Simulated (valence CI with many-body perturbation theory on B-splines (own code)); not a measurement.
## Br⁺: E2, M1, M2 decay

Calculated by relativistic CI+MBPT: six valence electrons over a frozen Dirac-Fock core [Ar] 3d10, radial functions for each j: 9 s, 9 p, 8 d, 6 f, 3 g, 1 h, with the one-electron correlation potential Σ1, the two-electron term Σ2, the three-electron term Σ3, Breit, model QED; selected CI, second order for the rest, scaled by the run's own slope (own B-spline code, finite nucleus).

Against 28 measured levels this calculation errs by 346 cm⁻¹ on average and by 547 at most. These come from a selection out of the NIST Handbook of Basic Atomic Spectroscopic Data. Levels without a partner in it may be off by more. Among the levels kept, up to 1600 cm⁻¹ of a level comes from second order outside the variational space, and about a tenth of that is noise between levels of different J, which matters for small intervals.

Lines 1 to 10 of 10 in falling wavelength, among levels below 14.852 eV, chosen from the decays that carry over 1 % of a level's rate. Wavelengths and rates use the calculated energies, so an error of 300 cm⁻¹ moves a line at 11100 Å by 3.3 % and its rate by three times that or more. Electric multipoles are in the length gauge, E1 and E2 with the static RPA response of the core. Weak lines are less certain than strong ones. Lines between different terms over intervals too small for the method are left out, as are lines whose strength nearly cancels.

| λ vac (Å) | λ from measured levels | Upper | Lower | Type | A (s⁻¹) | Branch % |
| --- | --- | --- | --- | --- | --- | --- |
| 1.480e+05 | 1.427e+05 | 4s²4p⁴ ³P_0 | 4s²4p⁴ ³P_1 | M1 | 1.62e-02 | 96.2 |
| 32080 | 31880 | 4s²4p⁴ ³P_1 | 4s²4p⁴ ³P_2 | M1 | 6.65e-01 | 100.0 |
| 26370 | 26060 | 4s²4p⁴ ³P_0 | 4s²4p⁴ ³P_2 | E2 | 6.43e-04 | 3.8 |
| 11100 | 11170 | 4s²4p⁴ ¹D_2 | 4s²4p⁴ ³P_1 | M1 | 2.73e-01 | 12.2 |
| 10020 | 9833 | 4s²4p³4d ⁵D°_4 | 4s²4p³5s ⁵S°_2 | E2 | 5.61e-01 | 58.7 |
| 8249 | 8272 | 4s²4p⁴ ¹D_2 | 4s²4p⁴ ³P_2 | M1 | 1.94e+00 | 87.0 |
| 6323 | 6338 | 4s²4p⁴ ¹S_0 | 4s²4p⁴ ¹D_2 | E2 | 2.76e+00 | 10.4 |
| 4029 | 4044 | 4s²4p⁴ ¹S_0 | 4s²4p⁴ ³P_1 | M1 | 2.34e+01 | 88.1 |
| 3579 | 3588 | 4s²4p⁴ ¹S_0 | 4s²4p⁴ ³P_2 | E2 | 3.87e-01 | 1.5 |
| 965.8 | 960.7 | 4s²4p³4d ⁵D°_4 | 4s²4p⁴ ³P_2 | M2 | 3.93e-01 | 41.1 |
